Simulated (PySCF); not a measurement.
C2H6B, SMILES [B](C)C (connectivity only; charge and spin as stated), charge +1, multiplicity 1. Atoms are numbered in the order given.

```xyz
9

C      0.0000     0.0000     1.4698
B      0.0000     0.0000     0.0000
C      0.0000     0.0000    -1.4698
H     -0.8909    -0.5144     1.8568
H      0.8909    -0.5144     1.8568
H      0.0000     1.0288     1.8568
H     -0.8909     0.5144    -1.8568
H      0.0000    -1.0288    -1.8568
H      0.8909     0.5144    -1.8568
```
Charge +1, spin multiplicity 1.

Geometry: r2SCAN-D4/def2-TZVP. The multiplicity is an assumed one; other spin states were not compared. The isomer is the one that the SMILES or the coordinates give; other isomers of the formula were not compared.

Level of theory: r2SCAN/def2-TZVPD run with PySCF.

The molecule is in vacuum.

Computed frontier levels, gap, dipole moment and polarisability:
- highest occupied level: -16.04 eV
- lowest empty level: -8.09 eV
- orbital gap: 7.95 eV
- dipole moment about the centre of nuclear charge: 0.00 D
- mean static polarisability: 34.2 bohr³ (5.07 Å³)
- polarisability, principal values: 28.7, 28.7, 45.3 bohr³
